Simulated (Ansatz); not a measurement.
# A relaxation, step by step

SnN₂H₆, closed shell, PBE0-D4/def2-TZVP (Ansatz 0.2.0). Settings:

```yaml
hamiltonian: {xc: pbe0, dispersion: d4}
relax: {f_tol: 0.005, max_steps: 200}
```

Start, a step off a saddle point along its unstable mode:

```tsv
atom	x (Å)	y (Å)	z (Å)
Sn1	-0.6584	0.4038	0.6874
N2	1.1626	-0.4300	0.0184
N3	-0.9532	-0.2428	-1.1729
H4	0.1340	-0.4251	-1.0967
H5	-0.4501	2.0427	1.1529
H6	-1.1737	-0.5321	2.0131
H7	1.9611	0.1702	-0.1376
H8	1.4785	-1.3246	0.3651
H9	-1.5011	0.3379	-1.8296
```

```json
{"step": "1", "energy less the last (meV)": "1412.2", "largest force component (eV/Å)": "1.676"}
{"step": "2", "energy less the last (meV)": "1002.2", "largest force component (eV/Å)": "2.311"}
{"step": "3", "energy less the last (meV)": "552.9", "largest force component (eV/Å)": "1.069"}
{"step": "4", "energy less the last (meV)": "282.8", "largest force component (eV/Å)": "0.518"}
{"step": "5", "energy less the last (meV)": "169.9", "largest force component (eV/Å)": "0.403"}
{"step": "6", "energy less the last (meV)": "68.7", "largest force component (eV/Å)": "0.372"}
{"step": "7", "energy less the last (meV)": "30.0", "largest force component (eV/Å)": "0.194"}
{"step": "8", "energy less the last (meV)": "25.9", "largest force component (eV/Å)": "0.049"}
{"step": "9", "energy less the last (meV)": "24.5", "largest force component (eV/Å)": "0.027"}
{"step": "10 (rejected trial)", "energy less the last (meV)": "40.2", "largest force component (eV/Å)": "0.787"}
{"step": "11", "energy less the last (meV)": "21.9", "largest force component (eV/Å)": "0.039"}
{"step": "12", "energy less the last (meV)": "20.1", "largest force component (eV/Å)": "0.132"}
{"step": "13", "energy less the last (meV)": "19.6", "largest force component (eV/Å)": "0.311"}
{"step": "14", "energy less the last (meV)": "12.7", "largest force component (eV/Å)": "0.164"}
{"step": "15 (rejected trial)", "energy less the last (meV)": "29.9", "largest force component (eV/Å)": "0.656"}
{"step": "16", "energy less the last (meV)": "6.4", "largest force component (eV/Å)": "0.082"}
{"step": "17", "energy less the last (meV)": "5.0", "largest force component (eV/Å)": "0.321"}
{"step": "18", "energy less the last (meV)": "0.9", "largest force component (eV/Å)": "0.023"}
{"step": "19 (rejected trial)", "energy less the last (meV)": "35.0", "largest force component (eV/Å)": "0.694"}
{"step": "20", "energy less the last (meV)": "0.5", "largest force component (eV/Å)": "0.008"}
{"step": "21 (rejected trial)", "energy less the last (meV)": "0.7", "largest force component (eV/Å)": "0.128"}
{"step": "22", "energy less the last (meV)": "0.2", "largest force component (eV/Å)": "0.012"}
{"step": "23 (rejected trial)", "energy less the last (meV)": "0.2", "largest force component (eV/Å)": "0.061"}
{"step": "24", "energy less the last (meV)": "0.0", "largest force component (eV/Å)": "0.008"}
{"step": "25", "energy less the last (meV)": "0.0", "largest force component (eV/Å)": "0.019"}
{"step": "26", "energy less the last (meV)": "0.0", "largest force component (eV/Å)": "0.008"}
{"step": "27", "energy less the last (meV)": "0.0", "largest force component (eV/Å)": "0.001"}
```

Step 3, positions (Å) and forces (eV/Å):

```csv
atom,x,y,z,Fx,Fy,Fz
Sn1,-0.517,0.344,0.703,0.089,-0.166,-0.338
N2,1.264,-0.453,0.027,0.588,0.008,0.845
N3,-1.076,-0.208,-1.162,0.348,-0.424,0.766
H4,-0.079,-0.425,-1.368,-1.069,0.226,-0.907
H5,-0.406,2.013,1.082,0.003,-0.033,-0.003
H6,-1.241,-0.555,1.974,0.080,0.069,-0.152
H7,2.046,0.195,0.024,-0.077,-0.009,0.053
H8,1.587,-1.273,0.533,-0.024,0.069,-0.011
H9,-1.579,0.363,-1.812,0.062,0.258,-0.255
```

Step 11, positions (Å) and forces (eV/Å):

| atom | x | y | z | Fx | Fy | Fz |
| --- | --- | --- | --- | --- | --- | --- |
| Sn1 | -0.369 | 0.224 | 0.550 | -0.039 | 0.000 | -0.014 |
| N2 | 1.506 | -0.504 | 0.304 | 0.022 | 0.026 | -0.003 |
| N3 | -1.286 | -0.148 | -1.219 | 0.010 | 0.008 | 0.007 |
| H4 | -0.627 | -0.535 | -1.883 | -0.009 | -0.014 | 0.003 |
| H5 | -0.404 | 1.908 | 0.883 | 0.009 | -0.016 | 0.003 |
| H6 | -1.128 | -0.692 | 1.774 | 0.003 | -0.008 | 0.004 |
| H7 | 2.216 | 0.208 | 0.193 | 0.003 | -0.013 | -0.011 |
| H8 | 1.807 | -1.124 | 1.044 | -0.007 | 0.005 | 0.012 |
| H9 | -1.716 | 0.662 | -1.644 | 0.008 | 0.011 | -0.001 |

Step 12, positions (Å) and forces (eV/Å):

| atom | x | y | z | Fx | Fy | Fz |
| --- | --- | --- | --- | --- | --- | --- |
| Sn1 | -0.376 | 0.222 | 0.551 | 0.018 | -0.017 | -0.013 |
| N2 | 1.503 | -0.500 | 0.308 | 0.066 | -0.020 | 0.048 |
| N3 | -1.297 | -0.132 | -1.219 | 0.033 | 0.065 | -0.132 |
| H4 | -0.662 | -0.585 | -1.871 | -0.116 | 0.091 | 0.113 |
| H5 | -0.404 | 1.903 | 0.900 | -0.025 | -0.019 | -0.007 |
| H6 | -1.119 | -0.719 | 1.766 | -0.008 | 0.004 | 0.003 |
| H7 | 2.210 | 0.211 | 0.168 | -0.027 | -0.045 | 0.004 |
| H8 | 1.813 | -1.100 | 1.063 | -0.023 | 0.068 | -0.057 |
| H9 | -1.669 | 0.700 | -1.666 | 0.080 | -0.126 | 0.042 |

Last step (27):

Sn1  (-0.385, 0.182, 0.563)
N2  (1.519, -0.498, 0.346)
N3  (-1.339, 0.023, -1.214)
H4  (-1.063, -0.796, -1.739)
H5  (-0.499, 1.834, 0.998)
H6  (-1.109, -0.880, 1.682)
H7  (2.172, 0.183, -0.020)
H8  (1.915, -0.878, 1.196)
H9  (-1.213, 0.830, -1.811)
(Å)

Hardware: 4 CPU threads of an Intel Xeon, shared host. Wall time about 98 s.
